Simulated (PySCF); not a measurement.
System (SMILES): FS(F)=O.
Geometry (B3LYP-D3(BJ)/def2-TZVP, fixed):
```
S
O 1 1.4239
F 1 1.6063 2 106.51
F 1 1.6063 2 106.51 3 98.37
```
Charge 0, spin multiplicity 1.

Basis-set convergence of the mean static polarisability at PBE0 with PySCF. All functions are spherical. Density fitting with generated auxiliary sets. No added dispersion term, no relativity. Reference: the value in aug-cc-pV(Q+d)Z, 26.77 bohr³, itself unsure by roughly 0.5 % (its mean distance from aug-pcseg-2, aug-cc-pV(T+d)Z). Deviations are taken from unrounded values. Cost is core time over that of 6-31G**, rough, on shared machines of one kind; a dash marks a row that isn't timed (too short, read off another run, short of memory, by another algorithm or on other hardware).

```csv
basis,functions,cost
STO-3G,24,-
3-21G,40,-
6-31G,40,-
6-31G**,60,1×
6-311G**,80,2×
aug-pcseg-1,96,2×
Sadlej pVTZ,104,3×
aug-pcseg-2,188,9×
```

Which is the smallest set listed that can be trusted to 2 % here, that is, within that of the reference together with its larger relatives (same family, alike in diffuse functions; a set with none to test it counts only in the reference's own line)?

The smallest set listed that lies within 2 % of the reference with all its larger relatives (same family, alike in diffuse functions; a set with none counts only in the reference's own line) is aug-pcseg-1 (96 functions, 2× in cost, -0.1 % off). Inside, with no larger relative to test it: Sadlej pVTZ. Value minus reference over the reference: STO-3G -61.9, 3-21G -38.9, 6-31G -30.5, 6-31G** -25.9, 6-311G** -26.8, aug-pcseg-1 -0.1, Sadlej pVTZ 0.2, aug-pcseg-2 -0.2 %.
